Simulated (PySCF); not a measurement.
C2H7AlO2Si, SMILES [OH][Al]([OH])/[CH]=C/[SiH3].

The structure is a stationary point at r2SCAN-D4/def2-SVP. The structure was generated by enumeration; whether it is a known compound was not checked. Other conformers were not sampled.

Vertical ionisation energy (IE) and electron affinity (EA) in eV. Rows of orbital energies are one-electron estimates. Where ΔSCF, EOM or ADC give a negative EA the extra electron is unbound and the value depends on the basis.

```csv
level,IE,EA
"−ε(HOMO), −ε(LUMO), PBE0/def2-TZVP (PySCF)",7.88,1.13
"−ε(HOMO), −ε(LUMO), PBE/def2-TZVP (PySCF)",6.66,2.05
```
